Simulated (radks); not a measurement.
Neutral calcium, configuration [Ar] 4s2.

All-electron calculation, Dirac Kohn-Sham, PBE, spin-unpolarised, spherical densities, point nucleus. Program: a radial shooting solver on a logarithmic mesh with Libxc functionals.

Energy parts (eV):
total: -18512.714
kinetic: 18658.229
electron-nucleus: -43988.296
Hartree: 7796.802
exchange-correlation: -979.449

Orbitals (lengths in bohr, moments of r in powers of bohr; <r^-3> diverges for s and p1/2; r(max) is where P^2 peaks):
\begin{tabular}{lrrrrr}
orbital & occ. & eigenvalue (eV) & <r> & r(max) & <r^-3> \\ \hline
1s1/2 & 2 & -3948.845 & 0.07684 & 0.05028 & - \\
2s1/2 & 2 & -414.2943 & 0.3642 & 0.3000 & - \\
2p1/2 & 2 & -337.1208 & 0.3261 & 0.2453 & - \\
2p3/2 & 4 & -333.4338 & 0.3286 & 0.2473 & 184.3 \\
3s1/2 & 2 & -47.0862 & 1.156 & 0.9939 & - \\
3p1/2 & 2 & -28.2606 & 1.266 & 1.044 & - \\
3p3/2 & 4 & -27.8770 & 1.274 & 1.051 & 19.30 \\
4s1/2 & 2 & -3.7662 & 4.020 & 3.398 & - \\
\end{tabular}

The highest occupied level is 4s1/2 at -3.766 eV. For comparison, the ionisation energy in NIST's Atomic Spectra Database is 6.113 eV (measured). In exact Kohn-Sham theory the highest level is minus the ionisation energy, but local and semilocal functionals leave it too shallow, through self-interaction and a potential that decays too fast; potentials with the right tail come closer.
